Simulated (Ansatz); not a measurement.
Isolated molecules relaxed with PBE0-D4/def2-TZVP in Ansatz; ΔE leaves out vibrations. CCSD(T)/CBS adds triple-zeta CCSD(T) − MP2 to the extrapolated MP2 energy (def2 sets, frozen cores). This one scheme is used for every species. DFT in def2-TZVPP. Each species was taken in one conformer, which may not be the lowest.

Reaction (ligand exchange at a B–O bond): `OB(O)O[Si](Cl)(Cl)Cl` + HCl → `OB(O)Cl` + `O[Si](Cl)(Cl)Cl`

CCSD(T)/CBS gives +0.43 eV.

(1) Another level gave +0.36 eV. Which?
A. r2SCAN/def2-TZVPP
B. PBE/def2-TZVPP
C. ωB97X-V/def2-TZVPP
D. CCSD/def2-TZVPP

Largest T1 diagnostic among the species: 0.011.

Results:

(1) A. r2SCAN 0.36, CCSD/def2-TZVPP 0.48, ωB97X-V 0.41, PBE 0.27 eV.

From PBE to PBE0 (25 % exact exchange), in def2-TZVPP and without D4, ΔE moves by +0.05 eV. In def2-TZVPP, CCSD(T) changes the Hartree–Fock value by −0.06 eV (the triples alone add −0.02 eV) and MP2 by −0.11 eV.
